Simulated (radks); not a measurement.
Values are calculated unless marked as measured or tabulated.
Problem. Coherent X-ray form factor from a spherical all-electron density. Code: a radial shooting solver on a logarithmic mesh with Libxc functionals. Model: Dirac Kohn-Sham, PBE, spin-unpolarised, spherical densities, point nucleus.

sin(theta)/lambda (1/angstrom),f0 (electrons)
0.05,6.967
0.1,6.871
0.15,6.715
0.2,6.505
0.25,6.250
0.3,5.960
0.4,5.310
0.5,4.633
0.6,3.988
0.8,2.931
1,2.232
1.25,1.742
1.5,1.487
2,1.213

The species is in the configuration that NIST lists as its ground one. Which atom or ion scatters so?

Solution. The aluminium ion Al6+, [He] 2s2 2p3. Extrapolating in s^2 from the first two rows gives f0(0) = 7.0, near the electron count 7; among species with that count, the fall with angle is slower the higher Z, and the table is that of Z = 13; from so few rows the species is fixed only to a neighbour or two.
